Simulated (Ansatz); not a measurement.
Cost and result up the ladder for B(NH2Me)Me3 (C₄H₁₄BN) (20 atoms). Charge 0, multiplicity 1. Geometry: PBE-D4/def2-SVP.

| atom | x (Å) | y (Å) | z (Å) |
| --- | --- | --- | --- |
| B1 | -0.154 | 0.332 | 0.371 |
| C2 | 0.740 | -1.383 | -1.538 |
| C3 | 0.758 | 1.537 | -0.232 |
| C4 | 0.568 | -0.528 | 1.549 |
| C5 | -1.664 | 0.808 | 0.762 |
| N6 | -0.427 | -0.741 | -0.900 |
| H7 | -0.972 | -0.216 | -1.602 |
| H8 | -1.071 | -1.458 | -0.531 |
| H9 | 0.443 | -2.070 | -2.356 |
| H10 | 1.403 | -0.596 | -1.939 |
| H11 | 1.300 | -1.945 | -0.769 |
| H12 | 0.866 | 2.332 | 0.536 |
| H13 | 0.311 | 2.037 | -1.123 |
| H14 | 1.796 | 1.241 | -0.506 |
| H15 | 0.667 | 0.107 | 2.456 |
| H16 | 1.599 | -0.871 | 1.308 |
| H17 | -0.013 | -1.425 | 1.871 |
| H18 | -2.324 | -0.024 | 1.102 |
| H19 | -2.197 | 1.333 | -0.065 |
| H20 | -1.627 | 1.530 | 1.606 |

Ansatz on 4 threads of Arm Neoverse V1 on a shared host. Times are rough, and most runs start from the orbitals of an earlier one. ωB97X-V/def2-TZVP serves as the yardstick here, not as an exact answer. Differences are given only for rows in sets of like size (and for xTB, whose basis is part of the method), since another set adds its own error. Binding counts from free atoms at the same level (B doublet, C triplet, N quartet, H doublet; other spins of the atoms weren't run), without zero-point energy or a counterpoise term.

HSE06 is defined as in plane-wave codes, on full-range PBE exchange. Correlated methods freeze 6 core orbitals. The rows differ in basis, and correlated rows in double-zeta sets carry the largest basis error.

Correlated methods converge slowly with the basis, most of all in double-zeta sets.

```csv
level,functions,wall time,binding energy per atom (eV),difference from ωB97X-V/def2-TZVP (eV)
HF/STO-3G,44,0.25 s,3.73,–
PBE-D4/def2-SVP,154,1.8 s,4.00,–
PBE0-D4/def2-SVP,154,2.4 s,3.96,–
BLYP-D4/def2-TZVP,270,3.5 s,3.89,-0.02
PBE-D4/def2-TZVP (with forces),270,4.3 s,3.97,0.06
PBE0-D4/def2-TZVP,270,4.8 s,3.92,0.01
HSE06-D4/def2-TZVP,270,4.8 s,3.93,0.02
MP2/def2-TZVP,270,5.5 s,3.79,-0.12
r2SCAN-D4/def2-TZVP,270,7 s,3.91,0.00
ωB97X-V/def2-TZVP,270,13 s,3.91,0.00
CCSD(T)/def2-SVP,154,43 s,3.76,–
```
